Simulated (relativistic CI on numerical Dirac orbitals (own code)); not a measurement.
Energy levels of Ho XXVI

Calculated at this level of theory: Dirac-Coulomb-Breit CI, orbitals from a KLI potential per configuration, model QED, unscaled Slater integrals (own radial code, finite nucleus).

CI space (outside the closed core [Ar] 3d10): 4s2.4p6.4d6, 4s2.4p5.4d7, 4s2.4p6.4d5.4f, 4s2.4p4.4d8, 4s.4p6.4d7, 4p6.4d8, 4s.4p6.4d6.4f, 4s2.4p6.4d5.5s, 4s.4p5.4d8, 4s2.4p6.4d5.5d, 4s2.4p6.4d4.5s2, 4s2.4p4.4d7.5s, 4s2.4p6.4d5.6s, 4s.4p6.4d6.5s, 4p6.4d7.5s, 4s.4p6.4d5.5s2. Levels of other configurations are missing.

The lowest level is 4s2.4p6.4d6 5D_4, with 52 % of that term; Hund's rules for 4s2.4p6.4d6 give 5D with J = 4, in agreement.

```
No.   Configuration  Term  J   E (eV)   %  Landé g  Lifetime (s)          jj configuration (%)
  1     4s2.4p6.4d6    5D  4    0.000  52    1.339                                4d5/2^2 (86)
  2     4s2.4p6.4d6    3P  2    2.159  44    1.355      5.07e+02                  4d5/2^2 (88)
  3     4s2.4p6.4d6    3P  0    6.001  39               9.50e+00                  4d5/2^2 (67)
  4     4s2.4p6.4d6    5D  3    7.121  78    1.417      1.78e-04          4d3/2^3 4d5/2^3 (89)
  5     4s2.4p6.4d6    5D  1    8.417  62    1.396      1.92e-04          4d3/2^3 4d5/2^3 (90)
  6     4s2.4p6.4d6    5D  4    9.018  33    1.135      1.40e-04          4d3/2^3 4d5/2^3 (84)
  7     4s2.4p6.4d6    3G  5   11.735  58    1.127      6.41e-04          4d3/2^3 4d5/2^3 (99)
  8     4s2.4p6.4d6    3H  6   12.029  74    1.122      5.18e+00          4d3/2^3 4d5/2^3 (98)
  9     4s2.4p6.4d6    3F  2   13.055  50    0.931      1.73e-04          4d3/2^3 4d5/2^3 (85)
 10     4s2.4p6.4d6    3F  3   13.508  34    1.041      1.83e-04          4d3/2^3 4d5/2^3 (92)
 11     4s2.4p6.4d6    5D  2   15.819  48    1.284      8.43e-05          4d3/2^2 4d5/2^4 (62)
 12     4s2.4p6.4d6    3D  1   17.156  53    0.965      1.93e-04          4d3/2^3 4d5/2^3 (85)
 13     4s2.4p6.4d6    3P  0   17.274  79               1.41e-04          4d3/2^3 4d5/2^3 (44)
 14     4s2.4p6.4d6    3G  4   17.362  43    1.024      7.69e-04          4d3/2^3 4d5/2^3 (78)
 15     4s2.4p6.4d6    3D  2   17.872  37    1.274      1.21e-04          4d3/2^2 4d5/2^4 (51)
 16     4s2.4p6.4d6    1S  0   18.380  50               6.51e-05          4d3/2^2 4d5/2^4 (69)
 17     4s2.4p6.4d6    3F  3   18.922  49    1.094      2.49e-04          4d3/2^3 4d5/2^3 (94)
 18     4s2.4p6.4d6    3F  4   19.701  42    1.091      6.30e-05          4d3/2^2 4d5/2^4 (92)
 19     4s2.4p6.4d6    3D  3   21.035  31    1.189      7.32e-05          4d3/2^2 4d5/2^4 (76)
 20     4s2.4p6.4d6    3H  5   21.173  58    1.101      1.29e-04          4d3/2^2 4d5/2^4 (99)
 21     4s2.4p6.4d6    3G  3   22.664  52    0.929      1.06e-04          4d3/2^2 4d5/2^4 (94)
 22     4s2.4p6.4d6    1I  6   22.933  74    1.040      1.71e-04          4d3/2^2 4d5/2^4 (98)
 23     4s2.4p6.4d6    3P  1   24.313  63    1.132      9.43e-05          4d3/2^2 4d5/2^4 (82)
 24     4s2.4p6.4d6    1D  2   25.009  37    1.057      8.94e-05          4d3/2^2 4d5/2^4 (83)
 25     4s2.4p6.4d6    1G  4   25.349  58    1.060      1.15e-04          4d3/2^2 4d5/2^4 (81)
 26     4s2.4p6.4d6    3F  2   28.397  78    0.800      6.24e-05          4d3/2^2 4d5/2^4 (92)
 27     4s2.4p6.4d6    3P  1   28.482  71    1.498      2.50e-05            4d3/2 4d5/2^5 (91)
 28     4s2.4p6.4d6    3F  4   29.428  64    1.159      7.44e-05          4d3/2^2 4d5/2^4 (81)
 29     4s2.4p6.4d6    1G  4   34.046  59    1.023      3.83e-05            4d3/2 4d5/2^5 (74)
 30     4s2.4p6.4d6    3P  2   35.100  51    1.273      4.09e-05            4d3/2 4d5/2^5 (86)
 31     4s2.4p6.4d6    3F  3   35.757  44    1.064      4.45e-05            4d3/2 4d5/2^5 (91)
 32     4s2.4p6.4d6    1D  2   36.275  90    1.005      7.23e-05          4d3/2^2 4d5/2^4 (88)
 33     4s2.4p6.4d6    1S  0   37.740  46               3.39e-05                  4d5/2^6 (58)
 34     4s2.4p6.4d6    1S  0   45.478  72               2.09e-05          4d3/2^2 4d5/2^4 (56)
 35     4s2.4p5.4d7   5G°  6  137.543  80    1.298      5.45e-10          4p3/2^3 4d5/2^3 (84)
 36     4s2.4p5.4d7   5F°  5  140.241  42    1.266      6.54e-11          4p3/2^3 4d5/2^3 (86)
 37     4s2.4p5.4d7   3D°  3  140.322  57    1.274      1.06e-10          4p3/2^3 4d5/2^3 (85)
 38     4s2.4p5.4d7   3P°  0  140.879  54               3.25e-10          4p3/2^3 4d5/2^3 (93)
 39     4s2.4p5.4d7   3P°  2  143.817  29    1.278      2.99e-11          4p3/2^3 4d5/2^3 (76)
 40     4s2.4p5.4d7   5D°  4  143.861  31    1.334      3.48e-11          4p3/2^3 4d5/2^3 (63)
 41     4s2.4p5.4d7   3F°  4  146.274  41    1.293      6.07e-11          4p3/2^3 4d5/2^3 (64)
 42     4s2.4p5.4d7   3P°  2  146.384  36    1.299      9.60e-11          4p3/2^3 4d5/2^3 (77)
 43     4s2.4p5.4d7   5P°  3  146.951  26    1.450      1.50e-11          4p3/2^3 4d5/2^3 (44)
 44     4s2.4p5.4d7   5G°  5  147.023  66    1.249      1.46e-10  4p3/2^3 4d3/2^3 4d5/2^4 (87)
 45     4s2.4p5.4d7   3P°  1  147.558  27    1.377      1.98e-11          4p3/2^3 4d5/2^3 (37)
 46     4s2.4p5.4d7   5F°  3  149.323  31    1.249      3.87e-11  4p3/2^3 4d3/2^3 4d5/2^4 (41)
 47     4s2.4p5.4d7   3D°  2  149.509  42    1.251      4.09e-11  4p3/2^3 4d3/2^3 4d5/2^4 (80)
 48     4s2.4p5.4d7   5D°  4  149.759  30    1.313      9.31e-11  4p3/2^3 4d3/2^3 4d5/2^4 (83)
 49     4s2.4p5.4d7   3H°  6  149.934  63    1.162      1.27e-10  4p3/2^3 4d3/2^3 4d5/2^4 (84)
 50     4s2.4p5.4d7   3G°  3  150.879  22    1.047      6.12e-11  4p3/2^3 4d3/2^3 4d5/2^4 (81)
 51     4s2.4p5.4d7   3D°  1  151.370  33    0.683      3.47e-11  4p3/2^3 4d3/2^3 4d5/2^4 (53)
 52     4s2.4p5.4d7   5D°  0  151.754  46               2.25e-11  4p3/2^3 4d3/2^3 4d5/2^4 (48)
 53     4s2.4p5.4d7   3G°  4  151.875  33    1.176      4.37e-11  4p3/2^3 4d3/2^3 4d5/2^4 (77)
 54     4s2.4p5.4d7   5P°  3  151.928  25    1.415      2.70e-11  4p3/2^3 4d3/2^3 4d5/2^4 (47)
 55     4s2.4p5.4d7   3P°  1  152.190  33    1.574      3.99e-11  4p3/2^3 4d3/2^3 4d5/2^4 (66)
 56     4s2.4p5.4d7   5P°  2  152.294  22    1.479      2.29e-11  4p3/2^3 4d3/2^3 4d5/2^4 (68)
 57     4s2.4p5.4d7   3H°  4  152.898  18    1.078      3.29e-11  4p3/2^3 4d3/2^3 4d5/2^4 (61)
 58     4s2.4p5.4d7   3H°  5  153.407  46    1.112      2.87e-11  4p3/2^3 4d3/2^3 4d5/2^4 (79)
 59     4s2.4p5.4d7   3F°  2  154.744  27    1.122      4.84e-11  4p3/2^3 4d3/2^3 4d5/2^4 (69)
 60     4s2.4p5.4d7   3F°  2  155.457  32    0.931      2.13e-11  4p3/2^3 4d3/2^3 4d5/2^4 (59)
 61     4s2.4p5.4d7   3F°  3  155.498  34    1.122      3.62e-11  4p3/2^3 4d3/2^3 4d5/2^4 (61)
 62     4s2.4p5.4d7   3I°  7  155.867  95    1.140      3.15e-10  4p3/2^3 4d3/2^3 4d5/2^4 (95)
 63     4s2.4p5.4d7   3H°  6  156.563  57    1.137      2.54e-11  4p3/2^3 4d3/2^3 4d5/2^4 (68)
 64  4s2.4p6.4d5.4f   7F°  4  156.628  33    1.234      1.11e-10              4d5/2 4f5/2 (59)
 65  4s2.4p6.4d5.4f   7F°  3  156.723  34    1.286      7.71e-11              4d5/2 4f5/2 (50)
 66  4s2.4p6.4d5.4f   7F°  5  156.900  37    1.313      1.39e-10              4d5/2 4f5/2 (32)
 67  4s2.4p6.4d5.4f   7F°  2  156.942  40    1.273      1.02e-10              4d5/2 4f5/2 (50)
 68  4s2.4p6.4d5.4f   7F°  1  157.329  45    1.422      4.78e-11    4d3/2^3 4d5/2^2 4f5/2 (34)
 69  4s2.4p6.4d5.4f   7F°  0  157.509  59               1.18e-10              4d5/2 4f5/2 (38)
 70     4s2.4p5.4d7   1H°  5  157.544  44    1.071      7.86e-11  4p3/2^3 4d3/2^3 4d5/2^4 (80)
```

Energies count from the lowest computed level; ° marks odd parity; lifetimes are radiative, by E1, M1, E2, M2 decay to levels of this space only. Filled j subshells are mostly left out of the jj labels.

The mean weight of the leading LS term, summed over parents, in these 70 levels is 48 %, and that of the leading jj configuration (from the same eigenvectors) 73 %, so jj coupling describes them better and the LS labels are nominal.

At this charge energies of transitions that change n are usually good to better than 1 %, and those within a shell (Δn = 0) to a few per cent. Terms inside the open d or f shell come out 10 to 20 % too wide with unscaled integrals.

LS names give the leading component of a level, which can be under half, so a name can repeat, a term be missing and a line seem to break the LS rules.
